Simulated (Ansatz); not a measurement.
A run for Ansatz (a quantum-chemistry and plane-wave program): U-r2SCAN/cc-pV(T+d)Z on AlH3O2 (SMILES [OH][AlH][OH]), a point of a bond scan (R = 1.408 Å). Files ending in .json are basis or fitting sets from the Basis Set Exchange.

Ansatz 0.2 input:
```yaml
crystal:
  periodic: [false, false, false]
  atoms:
    - {symbol: Al, position_ang: [-0.35083796, -0.22531071, -0.18690700]}
    - {symbol: H, position_ang: [-1.42733049, -0.93495860, -0.75337787]}
    - {symbol: O, position_ang: [-0.12879702, 1.39194619, -0.63416865]}
    - {symbol: H, position_ang: [0.57601648, 1.94766290, -0.29821585]}
    - {symbol: O, position_ang: [0.73397506, -0.91514665, 0.92276728]}
    - {symbol: H, position_ang: [0.69039347, -1.81921166, 1.23553693]}
basis:
  gaussian:
    orbitals: cc-pV_T+d_Z.json
hamiltonian:
  xc: {name: r2SCAN}
magnetization: {spin_polarized: true, initial_magnetization: 0}
```

It printed:

```
WARN ansatz: RAYON_NUM_THREADS=1 ignored (pool sized by the plan → 1); use --threads N
Functional definition: r2SCAN
integrals: 0.05 GiB planned
800 factors; their error is unknown
mean field: 0.53 GiB planned
mean field evaluation 1: about -10730.4391 eV, gradient 6.0e1 eV
mean field evaluation 2: about -10687.0006 eV, gradient 1.2e2 eV
mean field evaluation 4: about -10741.9060 eV, gradient 2.1e0 eV
mean field evaluation 8: about -10741.9305 eV, gradient 8.6e-2 eV
mean field evaluation 16: about -10741.9128 eV, gradient 3.9e-6 eV
mean field -10741.91276512 eV, -394.7580129882 hartree, gradient 4.3e-6 eV, S^2 0.000000; 0 other end points of the search recorded, 0 dependent functions left out
reference -10741.91278176 eV, -394.7580135997 hartree; 16, 16 occupied and 125, 125 virtual orbitals, 800 factors
Total energy: -10741.91278176 eV, -394.7580135997 hartree
```

The calculation finished and met its thresholds.

Cost: very roughly 6 core-seconds.
